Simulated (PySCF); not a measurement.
Input for PySCF: D3(BJ) and D4 dispersion corrections on N2 (SMILES N#N).

```python
from pyscf import gto
from pyscf.dispersion import dftd3, dftd4

mol = gto.M(
    atom='''
    N    -0.27109887   -0.29772200   -0.36795538
    N     0.27109887    0.29772200    0.36795538
    ''',
    basis='def2-svp',
    charge=0, spin=0, verbose=0, max_memory=1800)
d3, d4 = {}, {}
for xc in ['hf', 'pbe', 'blyp', 'revpbe', 'tpss', 'r2scan', 'b3lyp', 'pbe0', 'bhlyp', 'camb3lyp', 'b2plyp']:
    d3[xc] = float(dftd3.DFTD3Dispersion(mol, xc=xc, version='d3bj', atm=False).get_dispersion()['energy'])
    print(f'D3(BJ) {xc:10s} {d3[xc]:14.8f} Eh')
for xc in ['hf', 'pbe', 'blyp', 'revpbe', 'tpss', 'r2scan', 'b3lyp', 'pbe0', 'bhlyp', 'camb3lyp', 'b2plyp']:
    d4[xc] = float(dftd4.DFTD4Dispersion(mol, xc={'camb3lyp': 'cam-b3lyp'}.get(xc, xc), atm=True).get_dispersion()['energy'])
    print(f'D4     {xc:10s} {d4[xc]:14.8f} Eh')
```

The log:

```
D3(BJ) hf            -0.00552783 Eh
D3(BJ) pbe           -0.00043318 Eh
D3(BJ) blyp          -0.00093211 Eh
D3(BJ) revpbe        -0.00121261 Eh
D3(BJ) tpss          -0.00052824 Eh
D3(BJ) r2scan        -0.00010278 Eh
D3(BJ) b3lyp         -0.00075259 Eh
D3(BJ) pbe0          -0.00035166 Eh
D3(BJ) bhlyp         -0.00057350 Eh
D3(BJ) camb3lyp      -0.00029407 Eh
D3(BJ) b2plyp        -0.00032902 Eh
D4     hf            -0.00168580 Eh
D4     pbe           -0.00036334 Eh
D4     blyp          -0.00086660 Eh
D4     revpbe        -0.00150295 Eh
D4     tpss          -0.00049563 Eh
D4     r2scan        -0.00008147 Eh
D4     b3lyp         -0.00058896 Eh
D4     pbe0          -0.00029360 Eh
D4     bhlyp         -0.00038537 Eh
D4     camb3lyp      -0.00028705 Eh
D4     b2plyp        -0.00024826 Eh
```

The run finished.

Cost: about 0.010 core-seconds (a rough figure).
